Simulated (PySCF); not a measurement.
HSi, SMILES [SiH] (connectivity only; charge and spin as stated), charge +1, multiplicity 1.

The structure is a stationary point at r2SCAN-D4/def2-TZVPD.

Two levels are set side by side: TDA-PBE/def2-TZVPD (PySCF) and TDA-ωB97X/def2-TZVPD (PySCF). Vertical, same geometry. The lowest singlet is HOMO→LUMO 98 % with PBE and HOMO→LUMO 98 % with the other functional; states are paired by order. Differences are taken from unrounded values.

```json
[
 {"quantity": "lowest singlet excitation (eV)", "TDA-PBE": "3.32"},
 {"quantity": "lowest triplet excitation (TDA) (eV)", "TDA-PBE": "1.95"},
 {"quantity": "first bright state (f over 0.05) (eV)", "TDA-PBE": "9.47"},
 {"quantity": "its oscillator strength", "TDA-PBE": "0.05"}
]
```

Problem. These are the TDA-PBE values. What does TDA-ωB97X give? (Estimate from the structure and the level; the computed values follow.)

Solution. 
```
quantity                               TDA-ωB97X  TDA-PBE minus TDA-ωB97X
-------------------------------------  ---------  -----------------------
lowest singlet excitation (eV)              3.39                    -0.07
lowest triplet excitation (TDA) (eV)        2.10                    -0.15
first bright state (f over 0.05) (eV)      10.03                    -0.56
its oscillator strength                     0.82                    -0.77
```

Rough cost on one machine, each run with all the roots and properties that it gave: TDA-ωB97X against TDA-PBE within a factor of 2.
